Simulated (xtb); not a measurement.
CH3Zn, doublet, geometry from GFN2-xTB (such geometries of metal compounds can be far from the true shape) (the spin is typed, not shown lowest), atoms displaced at random by about 0.02 Å a coordinate. Base run: GFN2-xTB run with xtb.

The xtb input:
```
$ xtb mol.xyz --gfn 2 --uhf 1 --opt --json

# file mol.xyz
5

Zn    -0.37964447    -0.25615340    -0.26966110
C      1.17244084     0.70889002     0.91730849
H      1.74496907    -0.06358943     1.49472395
H      0.73943028     1.41557837     1.62375310
H      1.87696138     1.25624458     0.23234946
```

Each row names what was changed in the base input (with any setting that the change needs).

```json
[
 {"change": "base", "ΔE vs base (µEh)": "0.0", "optimiser steps": "5"},
 {"change": "opt level = loose", "ΔE vs base (µEh)": "0.9", "optimiser steps": "4"},
 {"change": "opt level = vtight", "ΔE vs base (µEh)": "-0.1", "optimiser steps": "6"},
 {"change": "opt level = sloppy", "ΔE vs base (µEh)": "0.9", "optimiser steps": "4"},
 {"change": "opt level = tight", "ΔE vs base (µEh)": "0.0", "optimiser steps": "5"},
 {"change": "alpb = water", "ΔE vs base (µEh)": "-7463", "optimiser steps": "5"},
 {"change": "opt level = lax", "ΔE vs base (µEh)": "0.9", "optimiser steps": "4"},
 {"change": "engine = inertial", "ΔE vs base (µEh)": "1.8", "optimiser steps": "-"},
 {"change": "engine = lbfgs", "ΔE vs base (µEh)": "0.0", "optimiser steps": "-"},
 {"change": "alpb = benzene", "ΔE vs base (µEh)": "-6324", "optimiser steps": "5"}
]
```
